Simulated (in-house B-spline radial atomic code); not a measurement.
# Gd XXVI (Gd25+): [He] 2s1 2p6 3s2 3p6 3d10 4s2 4p6 4d4 (with a hole in an inner shell)

All numbers are computed (Dirac-Hartree-Fock, average of configuration; Fermi nucleus of rms radius 5.1569 fm) with a B-spline radial code for spherical atoms, not measured.

Z_r = [3n² - l(l+1)]/(2<r>); Z_e = n√(-2ε); the last column is Slater's effective charge. Values are occupation-weighted means over j. An effective charge above Z reflects the relativistic contraction of the inner shells.

```csv
shell,electrons,ε (eV),<r> (bohr),Z_r,Z_e,Slater
1s,2,-51573,0.0219,68.48,61.57,63.70
2s,1,-9420.6,0.09257,64.81,52.63,60.20
2p,6,-8494.6,0.08159,61.28,49.97,60.20
3s,2,-2753.2,0.2391,56.45,42.68,53.60
3p,6,-2467.2,0.2367,52.82,40.40,53.60
3d,10,-2077.8,0.2148,48.89,37.07,43.85
4s,2,-1117,0.5086,47.19,36.24,37.25
4p,6,-1007,0.5239,43.90,34.41,37.25
4d,4,-861.87,0.5327,39.42,31.84,27.95
```

The least bound orbital is 4d5/2 at -858.4 eV, and it is also the most diffuse (<r> = 0.5352 bohr). The part-filled 2s shell lies below the filled 4p shell in orbital energy.

Spin-orbit splittings of the orbital energies (j = l + 1/2 above j = l - 1/2 when positive): 2p 706.6 eV, 3p 152.6 eV, 3d 33.8 eV, 4p 41.68 eV, 4d 8.609 eV.

For the 1s electron the small component carries 5.69 % of the norm, the zero-frequency Breit interaction raises the level by 147.5 eV, self-energy by 90.31 eV, and vacuum polarisation lowers it by 14.72 eV.
